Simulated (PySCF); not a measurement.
Two-dimensional NMR puzzle

Compound of formula C$_{6}$H$_{5}$FSi. Correlations simulated from computed shifts and the bond graph:

HSQC (one-bond C–H):
| δH | δC |
| --- | --- |
| 5.05 | 79.1 |
| 1.92 | 11.3 |
| 1.90 | 106.9 |
| 1.51 | 77.1 |

COSY cross peaks (H two or three bonds apart, from the bond graph; peaks can be absent where the dihedral angle is near 90°):
| δH | δH |
| --- | --- |
| 5.05 | 3.46 |
| 5.05 | 1.92 |
| 3.46 | 1.92 |

HMBC (two and three bonds, from the bond graph):
| δH | δC |
| --- | --- |
| 5.05 | 81.1, 79.2, 11.3 |
| 3.46 | 106.9, 81.1, 79.2, 79.1, 11.3 |
| 1.92 | 81.1, 79.2, 79.1, 77.1 |
| 1.90 | 79.2 |
| 1.51 | 81.1, 11.3 |

Carbons without hydrogens: δ 81.1, 79.2.

Non-relativistic, in vacuum, one computed conformer. GFN2-xTB geometry; PBE0/pcSseg-1 with gauge-including orbitals; PySCF 2.14.

References, each an isolated molecule treated in the same way: TMS for 1H (σ = 31.72 ppm), 13C (σ = 186.93 ppm).

Exchangeable hydrogens are left out of these lists.

Question: Work out the connectivity.

Answer: `C#C[C@@H]1[C@H](F)[Si@@H]1C#C`.

Atom-mapped SMILES (the numbers label the heavy atoms): `[CH:1]#[C:2][C@@H:3]1[C@H:4]([F:5])[Si@@H:6]1[C:7]#[CH:8]`; H(Xn) means a hydrogen on atom n.

- δC 106.9 is C8, a terminal alkyne carbon (δH 1.90).
- δC 81.1 is C2, an alkyne carbon.
- δC 79.2 is C7, an alkyne carbon.
- δC 79.1 is C4, a three-membered-ring carbon (δH 5.05).
- δC 77.1 is C1, a terminal alkyne carbon (δH 1.51).
- δC 11.3 is C3, a three-membered-ring carbon (δH 1.92).
- HMBC from δH 5.05 reaches the proton-free carbons C2, C7.
- HMBC from δH 3.46 reaches the proton-free carbons C2, C7.
- HMBC from δH 1.92 reaches the proton-free carbons C2, C7.
- HMBC from δH 1.90 reaches the proton-free carbon C7.
- COSY links 5.05–3.46, 5.05–1.92, 3.46–1.92.

The shifts were computed for this structure.

Shifts are as computed. Against solution values, carbons near 30 ppm lie about +3 ppm off and those near 130 ppm about +5 ppm. Of 1211 compounds with measured shifts, 218 miss one by over three times the rms of a fit or turn the order of signals round; such compounds aren't used in these exercises.
